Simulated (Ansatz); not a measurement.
One change: `[CH3][AlH][B](C)F` becomes `C[B](F)[SbH][Cl]`.

Ansatz, PBE0-D4/def2-TZVP geometries, multiplicity 1. Each molecule was computed in one conformer, which needn't be the lowest.

Elements past krypton have def2 core potentials.

| property | `[CH3][AlH][B](C)F` |
| --- | --- |
| HOMO–LUMO gap (PBE0/def2-TZVPP) / eV | 5.56 |
| HOMO–LUMO gap (PBE/def2-TZVPP) / eV | 3.57 |
| LUMO energy (PBE/def2-TZVPP) / eV | -2.06 |
| size of the dipole moment (PBE/def2-TZVPP) / D | 1.25 |
| LUMO energy (ωB97M-V/def2-TZVPP) / eV | 0.27 |
| HOMO energy (PBE/def2-TZVPP) / eV | -5.63 |

Question: What does the change do to each property? (An estimate is asked.)

Answer: Ansatz gave: 
```csv
property,`C[B](F)[SbH][Cl]`,shift
HOMO–LUMO gap (PBE0/def2-TZVPP) / eV,5.50,-0.06
HOMO–LUMO gap (PBE/def2-TZVPP) / eV,3.60,0.03
LUMO energy (PBE/def2-TZVPP) / eV,-2.37,-0.31
size of the dipole moment (PBE/def2-TZVPP) / D,1.66,0.41
LUMO energy (ωB97M-V/def2-TZVPP) / eV,0.25,-0.02
HOMO energy (PBE/def2-TZVPP) / eV,-5.97,-0.34
```

With PBE0 the HOMO falls by 0.23 eV and the LUMO falls by 0.29 eV, so the gap narrows by about 0.06 eV. PBE moves the HOMO by -0.34 eV and ωB97M-V by -0.13 eV. Dipoles are sizes alone; their direction can turn.

Spin–orbit coupling is left out; it splits and shifts lone-pair levels of the heavy atoms by tenths of an eV.
